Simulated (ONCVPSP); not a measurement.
Transferability test, ONCV potential for tungsten (W)

| Property | Result |
| --- | --- |
| Element | W |
| Generator | ONCVPSP 4.0.1 |
| Type | optimised norm-conserving Vanderbilt (ONCV) |
| Functional | PBE |
| Relativity | non-relativistic |
| Frozen core | [Kr] 4d10 4f14 5s2 |
| Valence charge | 12 |
| Reference configuration | 5p6 5d4 6s1 (charge +1) |
| Partial waves | 6s: rc 2.60 bohr, ncon 3, nbas 6, qcut 2 1/bohr, 2 projectors, debl 1.2 Ha; 5p: rc 1.60 bohr, ncon 4, nbas 8, qcut 11 1/bohr, 2 projectors, debl 0.7 Ha; 5d: rc 2.55 bohr, ncon 3, nbas 7, qcut 6.9 1/bohr, 2 projectors, debl 0.5 Ha |
| Local potential | polynomial inside 1.55 bohr (lpopt 5, dvloc0 6 Ha) |
| Core correction | Teter function, fcfact 5.25, rcfact 1.4 |

In the p channel the program set the typed energies aside and used -1.759, 0.250 Ha.

Energies are relative to the spin-unpolarised reference configuration 5p6 5d4 6s1; without spin polarisation the order of configurations can differ from experiment.

Q: Give the all-electron excitation energy and the error of the potential for: 5p6 5d4 6s2; 5p6 5d4 6s0; 5p6 5d3 6s0; 5p6 5d5 6s0.

A:

```
valence configuration  charge  ΔE all-electron (eV)  error AE − PS (meV)
          5p6 5d4 6s2       0                -7.658                 -2.3
          5p6 5d4 6s0      +2                13.893                 +0.3
          5p6 5d3 6s0      +3                40.042                  +44
          5p6 5d5 6s0      +1                -1.476                  -32
```

Levels in the configuration 5p6 5d5 6s0:

```
level  all-electron (eV)  pseudo (eV)
   5p            -44.910      -44.800
   5d            -10.496      -10.475
```

Note: ghosts flagged at negative energy: p at -44.9 eV; GHOST(+) flagged for s at 21.9 eV. A true bound ghost makes a file unfit for plane-wave use.
